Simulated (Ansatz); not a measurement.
Ge4O10H4. The state is a singlet with charge 0. Geometry PBE-D4/def2-SVP; atoms count from 1.

```
atom    x (Å)    y (Å)    z (Å)
 Ge1  -2.0825  -0.5495   0.8176
 Ge2   0.1278  -1.8609  -1.5842
 Ge3   2.0682  -1.0531   1.7250
 Ge4   0.3698   1.6160   0.2201
  O5  -2.9064   1.0893   0.5018
  O6   0.3079  -0.5347   2.2953
  O7   0.8404   3.2030   0.2853
  O8   1.7451  -2.4311   0.4788
  O9   1.9068   0.4495   0.3119
 O10   0.3813  -2.6913  -0.0044
 O11  -0.4879   0.4106   1.5068
 O12  -0.9952  -0.4213  -1.0707
 O13  -1.9829   2.2323   0.5441
 O14  -0.3783   0.8873  -1.3389
 H15  -2.1587   2.6285  -0.3392
 H16   1.3857  -1.2499  -2.2146
 H17  -0.8442  -2.7433  -2.3995
 H18   2.7032   1.0186   0.2650
```

The structure holds 4 bonds between oxygen atoms, so isomers without such links may lie far lower. Another isomer (singlet) lies 8.58 eV lower at PBE0-D4/def2-SVP; other spin states weren't run for this one.

Estimate the Mulliken populations from the PBE0/def2-SVP orbitals of Ansatz.


```
atom  charge (e)
 Ge1        0.83
 Ge2        0.83
 Ge3        0.74
 Ge4        1.04
  O5       -0.39
  O6       -0.36
  O7       -0.51
  O8       -0.38
  O9       -0.52
 O10       -0.36
 O11       -0.46
 O12       -0.44
 O13       -0.14
 O14       -0.34
 H15        0.24
 H16       -0.01
 H17       -0.02
 H18        0.25
```
Mulliken values depend strongly on the basis.

And the Mayer bond orders between heavy atoms (over 0.3)?

Ge1–O5 0.88 (1.86 Å); Ge1–O11 0.51 (1.98 Å); Ge1–O12 0.33 (2.18 Å); Ge2–O10 0.96 (1.80 Å); Ge2–O12 0.64 (1.90 Å); Ge3–O6 0.70 (1.92 Å); Ge3–O8 0.81 (1.89 Å); Ge3–O9 0.45 (2.07 Å); Ge4–O7 1.94 (1.66 Å); Ge4–O9 0.59 (1.93 Å); Ge4–O11 0.50 (1.96 Å); Ge4–O14 0.72 (1.88 Å); O5–O13 0.91 (1.47 Å); O6–O11 0.86 (1.47 Å); O8–O10 0.87 (1.47 Å); O12–O14 0.88 (1.47 Å).
